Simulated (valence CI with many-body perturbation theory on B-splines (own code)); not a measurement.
Results of a calculation; reference values are marked as such.
## Level structure of Tl⁷⁴⁺

Level of theory: configuration interaction combined with many-body perturbation theory (CI+MBPT): five valence electrons over a frozen Dirac-Fock core [He], radial functions for each j: 9 s, 9 p, 8 d, 6 f, 3 g, 1 h, with the one-electron correlation potential Σ1, the two-electron term Σ2, the three-electron term Σ3, Breit, model QED; selected CI, second order for the rest (own B-spline code, finite nucleus).

No measured spectrum was set against this ion. As an estimate, large intervals hold to a few tenths of a per cent, small ones and those within an open d or f shell to about a per cent. Among the levels kept, up to 1200 cm⁻¹ of a level comes from second order outside the variational space, and about a tenth of that is noise between levels of different J, which matters for small intervals.

Levels 46 to 76 of 76, with energies above the lowest level, (2s^2 2p1/2^2 2p3/2) J=3/2. "Leading %" is the weight of the configuration and term that name the level; weights of strongly mixed levels are sums over their largest components and can fall short. In the jj column 3d3/2^4 stands for four electrons in 3d with j = 3/2.

```csv
No.,Configuration,Term,J,E (Ry),Leading %,g,Second component,Leading jj
46,2s2 2p2 3d,4D,1/2,997.8,78,0.256,15 % 2s2 2p2 3d 2P,2s^2 2p1/2 2p3/2 3d3/2 (100 %)
47,2s2 2p2 3d,2G,7/2,998.5,56,0.988,25 % 2s2 2p2 3d 2F,2s^2 2p1/2 2p3/2 3d3/2 (99 %)
48,2s2 2p2 3d,2D,5/2,999.7,37,1.108,32 % 2s2 2p2 3d 2F,2s^2 2p1/2 2p3/2 3d3/2 (99 %)
49,2s2 2p2 3d,2D,3/2,1000.2,47,1.092,18 % 2s2 2p2 3d 2P,2s^2 2p1/2 2p3/2 3d3/2 (99 %)
50,2s2 2p2 3d,2P,1/2,1001.0,39,1.564,31 % 2s2 2p2 3d 4P,2s^2 2p1/2 2p3/2 3d3/2 (100 %)
51,2s2 2p2 3d,4D,7/2,1008.3,46,1.292,38 % 2s2 2p2 3d 4F,2s^2 2p1/2 2p3/2 3d5/2 (98 %)
52,2s2 2p2 3d,2G,9/2,1009.8,65,1.157,35 % 2s2 2p2 3d 4F,2s^2 2p1/2 2p3/2 3d5/2 (100 %)
53,2s2 2p2 3d,2P,3/2,1009.8,41,1.309,24 % 2s2 2p2 3d 4P,2s^2 2p1/2 2p3/2 3d5/2 (99 %)
54,2s2 2p2 3d,2F,5/2,1010.0,44,1.124,20 % 2s2 2p2 3d 4P,2s^2 2p1/2 2p3/2 3d5/2 (99 %)
55,2s2 2p2 3d,2D,5/2,1011.2,57,1.250,28 % 2s2 2p2 3d 4P,2s^2 2p1/2 2p3/2 3d5/2 (98 %)
56,2s2 2p2 3d,2F,7/2,1011.8,70,1.121,13 % 2s2 2p2 3d 4F,2s^2 2p1/2 2p3/2 3d5/2 (98 %)
57,2s2 2p2 3d,2D,3/2,1012.5,57,0.957,28 % 2s2 2p2 3d 2P,2s^2 2p1/2 2p3/2 3d5/2 (99 %)
58,2s2 2p2 3d,2P,1/2,1012.9,56,1.237,38 % 2s2 2p2 3d 2S,2s^2 2p1/2 2p3/2 3d5/2 (99 %)
59,2s 2p3 3p,4D,7/2,1015.1,49,1.403,24 % 2s 2p3 3p 6P,2s 2p1/2^2 2p3/2 3p3/2 (97 %)
60,2s 2p3 3p,2P,3/2,1015.9,31,1.479,28 % 2s 2p3 3p 4P,2s 2p1/2^2 2p3/2 3p3/2 (98 %)
61,2s 2p3 3p,4P,5/2,1017.4,38,1.390,21 % 2s 2p3 3p 2D,2s 2p1/2^2 2p3/2 3p3/2 (98 %)
62,2s 2p3 3p,2P,1/2,1017.7,41,1.370,22 % 2s 2p3 3p 4P,2s 2p1/2^2 2p3/2 3p3/2 (100 %)
63,2s 2p3 3p,2D,5/2,1023.0,34,1.252,21 % 2s 2p3 3p 4P,2s 2p1/2^2 2p3/2 3p3/2 (99 %)
64,2s 2p3 3d,4D°,5/2,1023.3,30,1.221,16 % 2s 2p3 3d 6D°,2s 2p1/2^2 2p3/2 3d3/2 (100 %)
65,2s 2p3 3d,4D°,3/2,1023.8,30,1.318,21 % 2s 2p3 3d 6D°,2s 2p1/2^2 2p3/2 3d3/2 (100 %)
66,2s 2p3 3d,2F°,7/2,1024.0,26,1.196,22 % 2s 2p3 3d 4F°,2s 2p1/2^2 2p3/2 3d3/2 (98 %)
67,2s 2p3 3d,4P°,1/2,1024.2,47,2.175,24 % 2s 2p3 3d 6D°,2s 2p1/2^2 2p3/2 3d3/2 (100 %)
68,2s 2p3 3p,2P,3/2,1024.5,37,1.218,13 % 2s 2p3 3p 4D,2s 2p1/2^2 2p3/2 3p3/2 (99 %)
69,2s 2p3 3p,4P,1/2,1024.9,38,1.731,26 % 2s 2p3 3p 2P,2s 2p1/2^2 2p3/2 3p3/2 (99 %)
70,2s 2p3 3d,2D°,3/2,1030.7,38,0.899,24 % 2s 2p3 3d 4F°,2s 2p1/2^2 2p3/2 3d3/2 (96 %)
71,2s 2p3 3d,2F°,5/2,1031.1,37,0.916,21 % 2s 2p3 3d 4G°,2s 2p1/2^2 2p3/2 3d3/2 (100 %)
72,2s 2p3 3d,4D°,1/2,1031.9,46,0.597,31 % 2s 2p3 3d 2P°,2s 2p1/2^2 2p3/2 3d3/2 (99 %)
73,2s 2p3 3d,4F°,9/2,1034.3,52,1.313,25 % 2s 2p3 3d 6D°,2s 2p1/2^2 2p3/2 3d5/2 (100 %)
74,2s 2p3 3d,4D°,5/2,1036.3,30,1.313,19 % 2s 2p3 3d 2D°,2s 2p1/2^2 2p3/2 3d5/2 (100 %)
75,2s 2p3 3d,4D°,7/2,1036.8,41,1.280,20 % 2s 2p3 3d 2F°,2s 2p1/2^2 2p3/2 3d5/2 (98 %)
76,2s 2p3 3d,2D°,3/2,1037.6,33,1.167,20 % 2s 2p3 3d 4D°,2s 2p1/2^2 2p3/2 3d5/2 (96 %)
```
